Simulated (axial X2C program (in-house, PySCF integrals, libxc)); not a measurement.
# Correcting the dissociation energy of MgSe for spin–orbit coupling

A spin-free CCSD(T) curve (one-electron X2C) was computed with an axial X2C code built on PySCF integrals, basis Se dyall-cv3z [8s9p6d4f1g], Mg dyall-cv3z [9s8p6d3f] (cores contracted in-house), for the state M_S = 0, Λ = 0 (closed shell). It gives D0 = 1.729 eV to Se + Mg, which in a spin-free picture are the weighted means of the ground terms.

Correlated methods: 8 electrons correlated (number of frozen shells: Se 3 s, 2 p, 1 d; Mg 2 s, 1 p), 258 virtual spin orbitals or spinors in MP2, 88 natural virtuals in coupled cluster.

Measured levels of the ground terms (NIST Handbook of Basic Atomic Spectroscopic Data), in cm⁻¹: Se 3P: J = 2 at 0, J = 1 at 1989.5, J = 0 at 2534.4; Mg 1S: J = 0 at 0.

The molecular state has Λ = 0, so it has no first-order lowering.

Question: How far does each ground level lie under the (2J+1)-weighted mean of its term?

Answer: Se: (5 × 0 + 3 × 1989.5 + 1 × 2534.4)/9 = 945 cm⁻¹; Mg: a single level, 0.

Question: Correct D0.

Answer: D0 = 1.729 + (0 − 945)/8065.5 = 1.612 eV at CCSD(T) with these spin–orbit terms.

Second-order spin–orbit effects in the molecule, which grow quickly with Z, are left out. Occupations by symmetry block were frozen at the best pattern of an incomplete PBE0 search. Dissociation energies refer to the lowest single-determinant-based atoms at the same level and basis. Coupled cluster ran in a truncated set of natural virtual spinors; the MP2 energy of the rest was added. (T) has no such correction and the atoms are truncated less, which lowers De at CCSD(T) by a hundredth of an eV or more. Other states lie close and PBE0, whose exact exchange favours high spin, may order them wrongly; the determinant shown need not be the ground state. The nearest other spin-free determinant of the search, M_S = 1, Λ = 1, lies 0.42 eV up at the distance of the search.
